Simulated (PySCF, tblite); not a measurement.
Isomers of C7H9FSSi, one GFN2-xTB conformer each. Single-point energies are computed at PBE0/pcSseg-1 (PySCF, gas phase, no added dispersion term), electronic only.

Question: Rank them by PBE0/pcSseg-1 energy, lowest first (kcal/mol).
A. `[CH:1]#[C:2][C@:3]1([F:4])[CH2:5][CH:6]=[C:7]1[SiH2:8][S:9][CH3:10]` with C6–C7–Si8–S9 -12°, C7–Si8–S9–C10 180°
B. `[CH:1]#[C:2][C:3]1=[CH:4][S:5][SiH2:6][C@@H:7]([F:8])[CH2:9][CH2:10]1` with C3–C4–S5–Si6 -61°, C4–S5–Si6–C7 67°, S5–Si6–C7–F8 -178°, Si6–C7–C9–C10 62°

Answer: B (0.0), A (25.1).

As drawn, the higher has a four-membered ring, which the lower lacks. GFN2-xTB itself gives, in the same order: 0.0, 25.6. Both levels put the same isomer lowest.

Q: Which frontier levels, dipoles and rotational constants go with these structures?

A: 
| SMILES | HOMO (eV, PBE0/pcSseg-1) | LUMO (eV) | dipole (D) | A, B, C (MHz) |
| --- | --- | --- | --- | --- |
| C#CC1=CS[SiH2][C@@H](F)CC1 | -6.85 | -1.29 | 1.23 | 1327, 771.4, 544.2 |
| C#C[C@]1(F)CC=C1[SiH2]SC | -6.81 | -0.95 | 1.19 | 1913, 498.6, 465.3 |

Q: What happens when harmonic zero-point energies from GFN2-xTB frequencies are added?

A: 
| SMILES | ZPE (kcal/mol) | electronic (kcal/mol) | with ZPE (kcal/mol) |
| --- | --- | --- | --- |
| C#CC1=CS[SiH2][C@@H](F)CC1 | 84.3 | 0.0 | 0.0 |
| C#C[C@]1(F)CC=C1[SiH2]SC | 82.1 | 25.1 | 23.0 |

The zero-point energies span 2.2 kcal/mol. The order is unchanged.
